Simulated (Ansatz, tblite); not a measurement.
Removing and adding an electron: TiIF₃. Total charge 0; singlet. Geometry: r2SCAN-D4/def2-SVP. Ansatz, gas phase; energy differences of separate SCF runs; the oxidised species was run as a doublet alone; the reduced species was run as a doublet alone.

```xyz
5

Ti   -0.1259   -0.0681   -0.0640
I     1.9345    1.0453    0.9828
F    -0.7176    0.8919   -1.3755
F    -1.3777   -0.2313    1.1185
F     0.2867   -1.6378   -0.6618
```

In the def2 sets I takes a core potential; there is no spin–orbit coupling. The xTB rows come from tblite. Correlated methods freeze 12 core orbitals; core or outer-core shells of Ti, I are correlated, in sets that lack core-valence functions. The rows differ in basis, and correlated rows in double-zeta sets carry the largest basis error. HOMO above LUMO, or a gap near zero within one spin, warns that the state may not be the lowest or that an electron is smeared out.

```json
{"level": "GFN1-xTB", "−HOMO (eV)": "13.05", "vertical IE (eV)": "17.06", "−LUMO (eV)": "10.40", "vertical EA (eV)": "6.86", "HOMO–LUMO gap (eV)": "2.66", "IE − EA (eV)": "10.20", "remarks": "–"}
{"level": "GFN2-xTB", "−HOMO (eV)": "12.92", "vertical IE (eV)": "16.53", "−LUMO (eV)": "9.74", "vertical EA (eV)": "6.12", "HOMO–LUMO gap (eV)": "3.18", "IE − EA (eV)": "10.41", "remarks": "–"}
{"level": "HF/def2-SVP", "−HOMO (eV)": "–", "vertical IE (eV)": "10.06", "−LUMO (eV)": "–", "vertical EA (eV)": "–", "HOMO–LUMO gap (eV)": "–", "IE − EA (eV)": "–", "remarks": "–"}
{"level": "PBE-D4/def2-TZVP", "−HOMO (eV)": "7.32", "vertical IE (eV)": "10.53", "−LUMO (eV)": "4.20", "vertical EA (eV)": "–", "HOMO–LUMO gap (eV)": "3.12", "IE − EA (eV)": "–", "remarks": "gap within one spin near zero (+1 doublet)"}
{"level": "PBE-D4/def2-TZVPD", "−HOMO (eV)": "7.32", "vertical IE (eV)": "–", "−LUMO (eV)": "4.20", "vertical EA (eV)": "0.92", "HOMO–LUMO gap (eV)": "3.12", "IE − EA (eV)": "–", "remarks": "HOMO above zero (-1 doublet), gap within one spin near zero (-1 doublet)"}
{"level": "r2SCAN-D4/def2-TZVP", "−HOMO (eV)": "7.65", "vertical IE (eV)": "10.64", "−LUMO (eV)": "4.22", "vertical EA (eV)": "–", "HOMO–LUMO gap (eV)": "3.42", "IE − EA (eV)": "–", "remarks": "–"}
{"level": "r2SCAN-D4/def2-TZVPD", "−HOMO (eV)": "7.63", "vertical IE (eV)": "–", "−LUMO (eV)": "4.20", "vertical EA (eV)": "1.13", "HOMO–LUMO gap (eV)": "3.43", "IE − EA (eV)": "–", "remarks": "HOMO above zero (-1 doublet)"}
{"level": "PBE0-D4/def2-TZVP", "−HOMO (eV)": "8.49", "vertical IE (eV)": "10.67", "−LUMO (eV)": "3.39", "vertical EA (eV)": "–", "HOMO–LUMO gap (eV)": "5.10", "IE − EA (eV)": "–", "remarks": "–"}
{"level": "PBE0-D4/def2-TZVPD", "−HOMO (eV)": "8.47", "vertical IE (eV)": "–", "−LUMO (eV)": "3.37", "vertical EA (eV)": "1.60", "HOMO–LUMO gap (eV)": "5.11", "IE − EA (eV)": "–", "remarks": "HOMO above zero (-1 doublet)"}
{"level": "MP2/def2-SVP", "−HOMO (eV)": "–", "vertical IE (eV)": "10.42", "−LUMO (eV)": "–", "vertical EA (eV)": "–", "HOMO–LUMO gap (eV)": "–", "IE − EA (eV)": "–", "remarks": "–"}
{"level": "CCSD/def2-SVP", "−HOMO (eV)": "–", "vertical IE (eV)": "10.42", "−LUMO (eV)": "–", "vertical EA (eV)": "–", "HOMO–LUMO gap (eV)": "–", "IE − EA (eV)": "–", "remarks": "–"}
{"level": "CCSD(T)/def2-SVP", "−HOMO (eV)": "–", "vertical IE (eV)": "10.35", "−LUMO (eV)": "–", "vertical EA (eV)": "–", "HOMO–LUMO gap (eV)": "–", "IE − EA (eV)": "–", "remarks": "–"}
```

   A HOMO above zero means that the electron is unbound at that level or that self-interaction error raises the level; the energy of removing that electron tells which. Raw xTB energy differences between charge states are shifted by several eV; the methods need an empirical correction for them.
